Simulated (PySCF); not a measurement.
C5H12Si2.
Numbering: `[SiH3:1][CH2:2][SiH:3]1[CH2:4][CH:5]=[CH:6][CH2:7]1` (hydrogens: H8, H9, H10 on Si1; H11, H12 on C2; H13 on Si3; H14, H15 on C4; H16 on C5; H17 on C6; H18, H19 on C7)

Geometry (PBE0-D3(BJ)/def2-SVP, Å), atoms numbered from 1 in this order:
```xyz
19
C5H12Si2 angstrom
Si     3.1451   -0.2141   -0.0463
C      1.6540    0.9289   -0.0029
Si     0.0641    0.2035   -0.7012
C     -1.4682    1.2945   -0.4173
C     -2.3415    0.4190    0.4434
C     -1.9180   -0.8092    0.7779
C     -0.5767   -1.2894    0.2880
H      2.8780   -1.4519    0.7508
H      3.4502   -0.6238   -1.4522
H      4.3573    0.4530    0.5229
H      1.9022    1.8489   -0.5606
H      1.4705    1.2291    1.0437
H      0.2767   -0.1172   -2.1483
H     -1.2252    2.2461    0.0880
H     -1.9740    1.5740   -1.3578
H     -3.3128    0.7903    0.7897
H     -2.5361   -1.4634    1.4033
H      0.0877   -1.5605    1.1278
H     -0.6703   -2.2025   -0.3249
```

Computed with PySCF at B3LYP/def2-SVPD, non-relativistic, on one gas-phase PBE0-D3(BJ)/def2-SVP geometry that isn't relaxed in the solvent. The solvent is an IEF-PCM continuum (van der Waals radii × 1.2), and excitations are vertical TDDFT with non-equilibrium linear response and a frozen core. The model holds no explicit solvent molecules, cavitation or dispersion.

| run | E − E(gas) (kcal/mol) | HOMO (eV) | HOMO–LUMO gap (eV) | dipole (D) | lowest singlet (eV) | static polarisability (au) |
| --- | --- | --- | --- | --- | --- | --- |
| gas | 0.00 | -6.84 | 7.00 | 0.88 | 6.27 | 111.3 |
| P | -1.44 | -6.75 | 7.03 | 1.17 | 6.31 | 147.3 |
| Q | -0.74 | -6.77 | 7.02 | 1.01 | 6.27 | 128.3 |

Task: The runs were made in benzene and dichloromethane. Which run belongs to which solvent?

Result: P = dichloromethane, Q = benzene. The dielectric constants are 2.271 (benzene), 8.93 (dichloromethane), and the energy falls further as ε rises. The optical constants n² used for the excitations are 2.25, 2.03 in the same order. In this model the ground state sees the solvent through ε alone.

Task: How constant is the ratio of the lowering to (ε − 1)/(2ε + 1)?

Result: 
```csv
solvent,(ε − 1)/(2ε + 1),E − E(gas) (kcal/mol),ratio (kcal/mol),polarisation term (kcal/mol)
benzene,0.229,-0.74,-3.2,-0.78
dichloromethane,0.420,-1.44,-3.4,-1.60
```

The ratio changes by +6.3 % in size from benzene to dichloromethane. The polarisation term is half the interaction of the solute with the induced surface charges.
